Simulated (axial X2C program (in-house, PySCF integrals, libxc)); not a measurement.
# Spin–orbit effects down a group: molecules with H, HF

Calculated with an axial X2C code built on PySCF integrals, spin-free (one-electron X2C) or two-component (2c: spin–orbit coupling with atomic mean-field Coulomb and Gaunt terms, which also bring small scalar terms), in Dyall basis sets with cores contracted in-house; open shells are unrestricted.

Basis sets: C dyall-v3z, Ge dyall-cv3z, H dyall-v3z, Si dyall-v3z, Sn dyall-cv3z.

```tsv
molecule	spin-free state	Re (Å)	ωe (cm⁻¹)	De (eV)	2c state	Re 2c (Å)	ωe 2c (cm⁻¹)	De 2c (eV)
CH	M_S = 1/2, Λ = 1	1.105	3038.4	2.39	Ω = 1/2	1.105	3038.1	2.39
SiH	M_S = 1/2, Λ = 1	1.518	2123.7	2.16	Ω = 1/2	1.518	2123.0	2.16
GeH	M_S = 1/2, Λ = 1	1.584	1980.7	1.90	Ω = 1/2	1.584	1977.4	n/a
SnH	M_S = 1/2, Λ = 1	1.769	1792.0	1.67	Ω = 1/2	1.770	1784.2	n/a
```

**Question.** Work out the shifts from the spin-free to the two-component result.

**Answer.** 

| molecule | 2c state | ΔRe (Å) | Δωe (cm⁻¹) | ΔDe (eV) |
| --- | --- | --- | --- | --- |
| CH | Ω = 1/2 | 0.000 | -0.3 | 0.00 |
| SiH | Ω = 1/2 | 0.000 | -0.7 | 0.00 |
| GeH | Ω = 1/2 | 0.000 | -3.3 | n/a |
| SnH | Ω = 1/2 | 0.001 | -7.8 | n/a |

Shifts of one unit in the last digit are rounding.

Each entry is the lowest single determinant of a limited PBE0 search at one distance. De goes to single-determinant-based atoms at the same level (for ions the charge split of lowest energy) and is withheld (n/a) where an atom does not fit its ground term or J level. Main or longest-lived isotopes. One determinant is a doubtful description, or other states lie close, for CH; these need not be ground states, and all values refer to the states named. Some light 2c atoms are not at their ground J level, so De misses part of their lowering (0.04 eV or less).
